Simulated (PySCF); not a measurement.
# Telling isomers of C6H13FN2Si apart by NMR

PySCF 2.14 calculation with σ from GIAO-PBE0/pcSseg-1 and geometry from GFN2-xTB; no solvent model, fast rotation and ring inversion assumed for equivalent nuclei, non-relativistic Hamiltonian, one computed conformer.

δ = σ(ref) − σ, references computed at the same level: 1H (σref 31.72) and 13C (σref 186.93) vs TMS. Splittings of carbon signals by F and P are missing where no couplings were computed. Where no couplings were computed, multiplicities follow the n + 1 count of equivalent neighbours, and m marks all less simple cases (inequivalent or close neighbours, rings, F or P nearby). Shifts are as computed. Against solution values, carbons near 30 ppm lie about +3 ppm off and those near 130 ppm about +5 ppm. Of 1211 compounds with measured shifts, 218 miss one by over three times the rms of a fit or turn the order of signals round; such compounds aren't used in these exercises. OH and NH positions are gas-phase values without hydrogen bonding to other molecules.

(1) Tabulate the signals of `CC1=NN([SiH](C)C)C[C@H]1F`, `C=C(F)[Si@@H]1NC[C@@H]1N(C)C` and their relative energies.

(2) What is the quickest way to tell CC1=NN([SiH](C)C)C[C@H]1F from C=C(F)[Si@@H]1NC[C@@H]1N(C)C?

Answers

(1) 
```tsv
SMILES	carbon types	δC	δH	E rel. (kcal/mol)
CC1=NN([SiH](C)C)C[C@H]1F	1×C 1×CH 1×CH2 3×CH3	143.9, 100.7, 56.4, 15.0, -1.8, -3.0	5.88 (m, 1H), 5.13 (m, 1H), 3.67 (m, 1H), 3.54 (m, 1H), 2.25 (s, 3H), 0.46 (d, 3H), 0.22 (d, 3H)	0.0
C=C(F)[Si@@H]1NC[C@@H]1N(C)C	1×C 1×CH 2×CH2 2×CH3	182.2, 116.8, 63.1, 55.8, 47.5	6.05 (m, 1H), 5.87 (m, 1H), 5.52 (m, 1H), 4.00 (m, 1H), 3.75 (m, 1H), 2.56 (m, 1H), 2.10 (s, 6H), 0.34 (br s, 1H)	35.8
```

Energies are electronic energies at PBE0/pcSseg-1 on these geometries, without zero-point or thermal terms, each for the one conformer computed, which needn't be the lowest.

(2) Count the carbon signals: 6 against 5. The first has a methyl carbon bonded to Si (CH3) at -3.0 ppm, the second a terminal =CH2 carbon at 116.8 ppm. Their most deshielded carbons lie at 143.9 and 182.2 ppm.
